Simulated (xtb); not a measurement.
BBr2 (SMILES Br[B]Br), doublet, at a GFN2-xTB geometry, atoms displaced at random by about 0.06 Å a coordinate; xtb with GFN2-xTB.

The xtb input:
```
$ xtb mol.xyz --gfn 2 --chrg 0 --uhf 1 --opt --json

# file mol.xyz
3

Br    -1.65605671    -0.13534734     0.08785557
B      0.00908760     0.79440836    -0.04575200
Br     1.64847177    -0.00368326     0.09711099
```

It wrote (shortened):

```
   ID    Z sym.   atoms
    1   35 Br     1, 3
    2    5 B      2

           -------------------------------------------------
          |                Calculation Setup                |
           -------------------------------------------------

           -------------------------------------------------
          |                 G F N 2 - x T B                 |
           -------------------------------------------------

          ...................................................
          :                      SETUP                      :
          :.................................................:
          :  # basis functions                  24          :
          :  # atomic orbitals                  22          :
          :  # shells                            8          :
          :  # electrons                        17          :
          :  max. iterations                   250          :
          :  Hamiltonian                  GFN2-xTB          :
          :  restarted?                      false          :
          :  GBSA solvation                  false          :
          :  PC potential                    false          :
          :  electronic temp.          300.0000000     K    :
          :  accuracy                    1.0000000          :
          :  -> integral cutoff          0.2500000E+02      :
          :  -> integral neglect         0.1000000E-07      :
          :  -> SCF convergence          0.1000000E-05 Eh   :
          :  -> wf. convergence          0.1000000E-03 e    :
          :  Broyden damping             0.4000000          :
          :  net charge                          0          :
          :  unpaired electrons                  1          :
          ...................................................

 iter      E             dE          RMSdq      gap      omega  full diag
   1     -9.2388014 -0.923880E+01  0.110E+01    0.91       0.0  T
   2     -9.2133523  0.254491E-01  0.103E+01    1.02       1.0  T
   3     -9.3529149 -0.139563E+00  0.508E+00    1.14       1.0  T
   4     -9.3735816 -0.206667E-01  0.276E+00    1.45       1.0  T
   5     -9.3884998 -0.149182E-01  0.158E+00    1.44       1.0  T
   6     -9.3891698 -0.669931E-03  0.642E-01    1.43       1.0  T
   7     -9.3890489  0.120913E-03  0.533E-01    1.44       1.0  T
   8     -9.3899513 -0.902444E-03  0.117E-01    1.42       1.0  T
   9     -9.3899760 -0.246806E-04  0.368E-02    1.42       1.6  T
[...]
         :: total energy              -9.370211118548 Eh    ::
 * total energy  :    -9.3702111 Eh     change       -0.6386127E-09 Eh
 * total energy  :    -9.3707734 Eh     change       -0.5622450E-03 Eh
 * total energy  :    -9.3710878 Eh     change       -0.3144275E-03 Eh
 * total energy  :    -9.3711568 Eh     change       -0.6896249E-04 Eh
 * total energy  :    -9.3711575 Eh     change       -0.7264855E-06 Eh
   *** GEOMETRY OPTIMIZATION CONVERGED AFTER 5 ITERATIONS ***
         :: total energy              -9.371157480663 Eh    ::
[...]
        17                          0.0079990               0.2177
        18                          0.0248234               0.6755
        19                          0.0716342               1.9493
        20                          0.1200698               3.2673
       ...                                ...                  ...
        22                          0.9219011              25.0862
      -------------------------------------------------------------
                  HL-Gap            0.0531741 Eh            1.4469 eV
             Fermi-level           -0.3518631 Eh           -9.5747 eV

     #   Z          covCN         q      C6AA      α(0)
     1  35 Br       1.050    -0.152   189.229    22.180
     2   5 B        1.700     0.304    35.496    12.555
     3  35 Br       1.050    -0.152   189.235    22.180

 Mol. C6AA /au·bohr⁶  :       1114.434040
 Mol. C8AA /au·bohr⁸  :      65437.184285
 Mol. α(0) /au        :         56.915050

Wiberg/Mayer (AO) data.
largest (>0.10) Wiberg bond orders for each atom

 ---------------------------------------------------------------------------
     #   Z sym  total        # sym  WBO       # sym  WBO       # sym  WBO
 ---------------------------------------------------------------------------
     1  35 Br   1.363 --     2 B    1.307
     2   5 B    2.613 --     1 Br   1.307     3 Br   1.306
     3  35 Br   1.363 --     2 B    1.306
 ---------------------------------------------------------------------------

Topologies differ in total number of bonds
Writing topology from bond orders to xtbtopo.mol

molecular dipole:
                 x           y           z       tot (Debye)
 q only:       -0.018       0.501      -0.080
   full:       -0.021       0.589      -0.095       1.517
molecular quadrupole (traceless):
                xx          xy          yy          xz          yz          zz
 q only:       -3.245      -0.178       2.142      -0.016      -0.051       1.104
  q+dip:       -9.124      -0.457       4.164      -0.062       0.270       4.960
   full:       -9.044      -0.430       3.467      -0.071       0.486       5.577

optimized geometry written to: xtbopt.xyz

           -------------------------------------------------
          | TOTAL ENERGY               -9.371157480663 Eh   |
          | GRADIENT NORM               0.000180075887 Eh/α |
          | HOMO-LUMO GAP               1.446940914074 eV   |
           -------------------------------------------------

normal termination of xtb
```
